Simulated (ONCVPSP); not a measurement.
**PBEsol ONCV dataset for W, scalar-relativistic all-electron reference.**

```
Element                 : tungsten
Generator               : ONCVPSP 4.0.1
Type                    : optimised norm-conserving Vanderbilt (ONCV)
Functional              : PBEsol
Relativity              : scalar-relativistic
Frozen core             : [Xe] 4f14
Valence charge          : 6
Reference configuration : 5d4 6s1 (charge +1)
Partial waves           : 6s: rc 2.25 bohr, ncon 5, nbas 10, qcut 2.9 1/bohr, 2 projectors, debl 2 Ha; p scattering state at 0.38 Ha: rc 1.85 bohr, ncon 4, nbas 8, qcut 4.1 1/bohr, 2 projectors, debl 2.7 Ha; 5d: rc 1.95 bohr, ncon 4, nbas 8, qcut 4.2 1/bohr, 3 projectors, debl 3.4 Ha
Local potential         : polynomial inside 1.25 bohr (lpopt 4, dvloc0 1 Ha)
Core correction         : Teter function, fcfact 4.25, rcfact 1.05
```

All-electron outer shells of the reference configuration (PBEsol, scalar-relativistic, ld1.x):

```tsv
shell	level (eV)	outermost node (bohr)	outermost maximum (bohr)
4f	-40.74	–	0.43
6s	-12.22	1.28	2.58
5d	-11.77	0.63	1.49
```

(1) Is a potential produced?

Results:

(1) No. ONCVPSP 4.0.1 stopped with "optimize: ERROR ps0norm > uunorm, code will stop": the continuity conditions at rc already need more norm inside rc than the all-electron wave has, so norm conservation cannot be met. It happened in the p channel.
